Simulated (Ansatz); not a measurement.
Relaxation of AlBF$_{2}$H$_{2}$O (7 atoms, charge 0, multiplicity 1), to a largest force component of 0.02 eV/Å in at most 50 steps.

Computed with UKS PBE0/def2-SVP (Ansatz 0.2.0).

```xyz
7
Properties=species:S:1:pos:R:3
O 0.075 -0.183 1.849
B 0.319 -0.610 0.486
F 1.161 -1.741 0.278
Al -0.444 0.351 -1.149
F -1.607 1.744 -0.920
H 0.730 0.548 2.028
H -0.623 -0.038 0.092
```

Task: Where does it end, and by what steps?

Result: It converged. After 31 steps the energy has fallen by 5.088 eV; Al4 moved furthest, 2.01 Å. The start is strongly strained (largest force component 8 eV/Å), so its close contacts needn't be bonds. Parted: B2–Al4, Al4–H7.

```
step  energy less start (eV)  largest force component (eV/Å)  accepted
   0                  0.0000                           8.067       yes
   2                 -3.3770                           2.024       yes
   4                 -4.4479                           0.893       yes
   6                 -4.6909                           1.963       yes
   8                 -4.8323                           1.167       yes
  10                 -4.8853                           0.863       yes
  12                 -4.9164                           0.083       yes
  14                 -4.9201                           0.313       yes
  16                 -4.9269                           0.333       yes
  18                 -4.9486                           0.431       yes
  20                 -5.0000                           0.881       yes
  22                 -5.0511                           0.790       yes
  24                 -5.0754                           0.824       yes
  26                 -5.0861                           0.147       yes
  28                 -5.0881                           0.044       yes
  30                 -5.0881                           0.056        no
  31                 -5.0884                           0.003       yes
```

```xyz
7
Properties=species:S:1:pos:R:3
O 0.430 0.329 0.787
B 0.032 -0.972 0.714
F 0.586 -1.843 1.543
Al -0.370 2.263 -0.529
F -1.379 1.101 -1.227
H 1.105 0.493 1.461
H -0.795 -1.301 -0.085
```

Whether the end is a true minimum wasn't checked by a vibrational analysis.

Time of the run: 99 s on 2 threads of Arm Neoverse V1, with other jobs on the host, peak memory 0.24 GiB.
